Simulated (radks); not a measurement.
All-electron atom: neutral lithium in [He] 2s1.

Method: non-relativistic Kohn-Sham, PBE, spin-polarised, spherical densities, point nucleus; open shells are filled with parallel spins first; computed with a radial shooting solver on a logarithmic mesh with Libxc functionals.

Energy parts (eV):
| part | energy |
|---|---|
| total | -203.056 |
| kinetic | 201.794 |
| electron-nucleus | -466.048 |
| Hartree | 110.241 |
| exchange-correlation | -49.043 |

Orbitals (lengths in bohr, moments of r in powers of bohr):
orbital,occ.,eigenvalue (eV),<r^4>,<r>,<1/r>,<r^2>
1s up,1,-51.7368,0.6041,0.5819,2.673,0.4658
1s down,1,-51.5107,0.5988,0.5816,2.673,0.4649
2s up,1,-3.2278,531.5,3.790,0.3625,17.03

The highest occupied level is 2s up at -3.228 eV. The spin density at the nucleus is 0.2220 e/bohr^3 (1s 0.0027, 2s 0.2193), a Fermi contact field of 11.6 T. The electron density at the nucleus is 14.01 e/bohr^3. For comparison, the ionisation energy in NIST's Atomic Spectra Database is 5.392 eV (measured). In exact Kohn-Sham theory the highest level is minus the ionisation energy, but local and semilocal functionals leave it too shallow, through self-interaction and a potential that decays too fast; potentials with the right tail come closer. Virial ratio -V/T = 2.00625. The density falls to 0.001 e/bohr^3 at r = 4.16 bohr. Spin moment in Bohr magnetons: 1.
